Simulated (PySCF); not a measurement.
C4H6O2, SMILES C1C(C=O)CO1.

Coordinates come from a ωB97X-D3(BJ)/def2-SVP optimisation. The values are those of a single conformer.

All values below come from PBE/def2-TZVP (PySCF).

The molecule is in vacuum.

Estimate the frontier levels, gap, dipole moment and polarisability. (Estimate from the structure and the level; the computed values follow.)


| Property | Result |
|---|---|
| highest occupied level | -5.95 eV |
| lowest empty level | -2.24 eV |
| orbital gap | 3.71 eV |
| dipole moment | 0.275 e·Å |
| quadrupole, principal values (traceless, Buckingham form, about the centre of nuclear charge) | -15.65, 6.82, 8.83 D·Å |
| mean static polarisability | 53.6 bohr³ (7.94 Å³) |
| polarisability, principal values | 49.1, 50.6, 61.0 bohr³ |
